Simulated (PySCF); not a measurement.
## Orbital energies, ionisation energy and electron affinity

Species: C8H5FS.
Cartesian coordinates in Å at the PBE0-D3(BJ)/def2-SVP level; atoms count from 1:
```
atom  x, y, z in Å
F1    -0.295    2.730   -0.189
C2    -0.527    1.426   -0.048
C3    -1.796    0.950    0.092
C4    -2.018   -0.454    0.238
C5    -0.985   -1.351    0.242
C6     0.353   -0.872    0.097
C7     1.545   -1.586    0.073
S8     2.884   -0.554   -0.121
C9     1.938    0.857   -0.180
C10    0.592    0.547   -0.051
H11   -2.631    1.652    0.091
H12   -3.046   -0.808    0.349
H13   -1.169   -2.421    0.353
H14    1.682   -2.662    0.161
H15    2.391    1.838   -0.302
```

Level: wB97X-D/def2-SVPD (PySCF). Frontier orbitals with their largest atomic shares (Löwdin; up to four atoms above 4 %):

```csv
orbital,ε (eV),main atoms
HOMO−3,-11.73,"S8 19 %, C4 18 %, C3 15 %, C5 12 %"
HOMO−2,-10.07,"C10 15 %, C6 13 %, C7 13 %, C9 12 %"
HOMO−1,-9.11,"S8 29 %, C10 14 %, C6 14 %, C3 12 %"
HOMO,-7.72,?
LUMO,-0.12,"S8 20 %, C9 14 %, C7 13 %, C2 10 %"
LUMO+1,1.97,"C4 18 %, C3 16 %, C10 13 %, C6 12 %"
LUMO+2,1.99,"S8 77 %, C7 5 %, C9 5 %"
```

Q: What vertical ionisation energy does ΔSCF give, and how far is −ε(HOMO) from it?

A: ΔSCF: 7.79 eV (751 kJ/mol; threshold wavelength 159 nm); ⟨S²⟩ of the doublet left behind is 0.779, against 0.75 for a pure doublet. −ε(HOMO) is 7.72 eV, 0.07 eV below it. In exact Kohn–Sham theory the two would be equal; wB97X-D (range-separated hybrid) comes within 0.07 eV of that here.

Q: On which atoms does the HOMO lie?

A: C7 (aromatic CH next to a ring sulfur) 18 %, C9 (aromatic CH next to a ring sulfur) 17 %, C5 (aromatic CH carbon) 14 %, C2 (aromatic C–F carbon) 11 %, so no atom holds as much as 40 %. The HOMO−1 lies 1.39 eV lower.

Q: And the vertical electron affinity, the fundamental gap, Mulliken's electronegativity and the hardness (with the factor ½)?

A: EA = 0.05 eV by ΔSCF (−ε(LUMO) = 0.12 eV). IE − EA = 7.74 eV against an orbital gap of 7.60 eV; (IE + EA)/2 = 3.92 eV; (IE − EA)/2 = 3.87 eV. Parr's electrophilicity index (IE + EA)²/[8(IE − EA)] is 0.99 eV.

Q: The lowest singlet excitation (vertical TDDFT, same level) lies at 3.90 eV. How far is it below IE − EA?

A: IE − EA = 7.74 eV, so by 3.84 eV.

Q: What total energies stand behind the ΔSCF value?

A: E(N) = -805.33190 Eh and E(N − 1) = -805.04576 Eh at the same geometry, 0.28614 Eh apart. With one more electron, E(N + 1) = -805.33386 Eh.

Q: Shift the occupied levels rigidly so that −ε(HOMO) equals the ΔSCF value. What binding energies result?

A: The shift is +0.07 eV: HOMO 7.79, HOMO−1 9.18, HOMO−2 10.14, HOMO−3 11.80 eV. A rigid shift is only a rough guide to the deeper ionisations.

Isolated species at its PBE0-D3(BJ)/def2-SVP geometry, gas phase.

The run behind these numbers computed excited states and ΔSCF ions as well. On Arm Neoverse V2, one thread (shared host), this took 2.4 min of wall time.

Note: wB97X-D ran without an empirical dispersion term, which enters the total energy and its gradient alone.
